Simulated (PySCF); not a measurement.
**Cost of response and excited-state runs on SMILES C=CCC(=C)/C=C(\Br)CCl, C8H10BrCl**

Cartesian coordinates in Å; atom numbers follow the order of the lines, from 1:
```xyz
20

C    -2.080    1.501    1.465
C    -1.878    0.217    1.238
C    -1.733   -0.392   -0.124
C    -0.365   -1.019   -0.269
C    -0.186   -2.335   -0.256
C     0.720   -0.045   -0.334
C     1.799   -0.043   -1.115
Br    2.128   -1.401   -2.413
C     2.803    1.056   -1.118
Cl    2.242    2.390   -2.195
H    -2.172    1.896    2.463
H    -2.175    2.212    0.660
H    -1.784   -0.480    2.061
H    -2.494   -1.164   -0.258
H    -1.872    0.374   -0.890
H    -1.021   -3.011   -0.186
H     0.789   -2.787   -0.294
H     0.587    0.818    0.310
H     2.918    1.492   -0.125
H     3.768    0.733   -1.506
```

PySCF with density fitting, on 1 thread of an Arm Neoverse V2, shared host. Command: `OMP_NUM_THREADS=1 python excited_run.py task.json out`

**Question.** How long does this run take, and how much memory?
- excited states, BHandHLYP/def2-SVP; Tamm-Dancoff; spin-orbit couplings; 6 states; 6 triplets; quadratic response for 4 states; writes grids

**Answer.** 
| run | level | basis functions | wall time | peak memory (GiB) |
| --- | --- | --- | --- | --- |
| excited states | BHandHLYP/def2-SVP | 212 | 84 s | 0.92 |

Times from a shared host are rough.
